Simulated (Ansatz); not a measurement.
A set of 12 reactions (isomerisation), with CCSD(T)/CBS values in kJ/mol:

| reaction | ΔE |
| --- | --- |
| `OC1(F)N[SiH2]1` → `FC1N[SiH2]O1` | -206.5 |
| `C=C1NCO1` → `CC(N)=C=O` | -55.8 |
| `CC1C[SiH2]S1` → `C1CSC[SiH2]1` | 21.8 |
| `CO[SiH](F)S` → `OC(F)S[SiH3]` | 337.0 |
| `CN([SiH3])[SiH2]F` → `C[SiH](F)[SiH2]N` | 6.4 |
| `CBCSC` → `CC(C)BS` | -93.8 |
| `COB(F)Cl` → `OC(F)BCl` | 338.3 |
| `C[SiH](O)C=O` → `C1OC[SiH2]O1` | 76.9 |
| `[OH][SnH2][O][SiH3]` → `O[SiH2][SnH2][OH]` | 38.0 |
| `C[SiH](N)[SiH2]O` → `CO[SiH](N)[SiH3]` | 71.6 |
| `FCO[SiH2]F` → `OC[SiH](F)F` | -79.3 |
| `[BH2][AlH][O][SiH2]C` → `[CH3][Al]([SiH3])[BH]O` | 115.2 |

Gas-phase electronic energies from Ansatz, PBE0-D4/def2-TZVP geometries. CCSD(T)/CBS is the MP2 limit (def2-TZVPP, def2-QZVPP) plus CCSD(T) − MP2 in def2-TZVPP, frozen cores. DFT in def2-TZVPP. B3LYP here is the variant with VWN-RPA as its local correlation; programs differ in this. def2 core potentials past Kr. For Sn outer-core shells are correlated without core-valence functions, which leaves a few kJ/mol of doubt a bond. One conformer a species, not always the lowest.

Give the mean, mean absolute and largest difference (level minus CCSD(T)/CBS, kJ/mol) for: PBE-D4, r2SCAN-D4, PBE0-D4, B3LYP-D4, ωB97X-V, ωB97M-V, B2PLYP, PBE0, HF/def2-TZVPP, CCSD/def2-TZVPP, CCSD(T)/def2-TZVPP, HF/def2-QZVPP, HF/CBS(def2), CCSD/CBS(def2). (An estimate is asked.)

Computed: 
```csv
level,mean,mean absolute,largest
PBE-D4,-9.7,15.5,-44.4
r2SCAN-D4,-2.8,5.9,-14.1
PBE0-D4,-6.8,10.9,-27.4
B3LYP-D4,-1.2,5.5,-11.1
ωB97X-V,-2.0,6.2,-14.5
ωB97M-V,-0.3,3.5,-9.6
B2PLYP,0.6,3.3,-11.2
PBE0,-6.7,11.1,-27.7
HF/def2-TZVPP,7.2,15.1,45.1
CCSD/def2-TZVPP,0.5,3.7,6.4
CCSD(T)/def2-TZVPP,-0.8,2.7,-6.5
HF/def2-QZVPP,8.0,16.3,48.4
HF/CBS(def2),8.2,16.4,48.9
CCSD/CBS(def2),1.3,2.5,8.4
```

The largest T1 diagnostic in the set is 0.015, for `CC(N)=C=O` (customary mark 0.02).

CCSD(T)/CBS is a level of theory with its own doubt, and the functionals carry their triple-zeta basis error, so these figures describe this set and don't rank the functionals.
